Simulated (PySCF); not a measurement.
SMILES F[Si](c1ccc(cc1)Cl)(F)F (GFN2-xTB optimised geometry):

```
15

F     -0.632    -3.322    -0.773
Si    -1.352    -2.146     0.011
F     -1.626    -2.758     1.451
F     -2.796    -2.024    -0.637
C     -0.395    -0.546     0.000
C     -1.054     0.685    -0.001
C     -0.350     1.873    -0.002
C      1.037     1.843     0.000
Cl     1.923     3.322     0.001
C      1.717     0.635     0.000
C      1.001    -0.546     0.000
H     -2.133     0.713    -0.006
H     -0.869     2.819    -0.003
H      2.796     0.623    -0.001
H      1.534    -1.485    -0.003
```

Level of theory: CAM-B3LYP/def2-TZVP run with PySCF.

Q: What are the frontier orbital energies and the dipole moment?

A: HOMO-2 -10.81 eV, HOMO-1 -9.50 eV, HOMO -9.01 eV, LUMO -0.51 eV, LUMO+1 -0.03 eV; dipole moment 2.20 D.

Meta-Löwdin charges at CAM-B3LYP/def2-TZVP: F1 -0.49, Si2 1.65, F3 -0.49, F4 -0.49, C5 -0.29, C6 -0.08, C7 -0.12, C8 0.04, Cl9 -0.04, C10 -0.12, C11 -0.08, H12 0.13, H13 0.14, H14 0.14, H15 0.13.
